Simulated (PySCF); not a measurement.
BH6N, SMILES [NH3+][BH3-] (connectivity only; charge and spin as stated), charge +1, multiplicity 2.

The structure is a stationary point at B3LYP-D3(BJ)/def2-TZVP. The spin state was assumed, not searched.

These are B3LYP/def2-TZVPD in PySCF values and carry that method's errors.

total energy: -82.91857 hartree
point group: Cs
α spin, highest occupied and lowest empty level: -13.57 and -5.81 eV
β spin, highest occupied and lowest empty level: -16.08 and -9.94 eV
dipole moment about the centre of nuclear charge: 2.01 D
mean static polarisability: 24.4 bohr³ (3.61 Å³)
polarisability, principal values: 23.1, 23.2, 26.8 bohr³
⟨S²⟩: 0.752 (pure state 0.75)
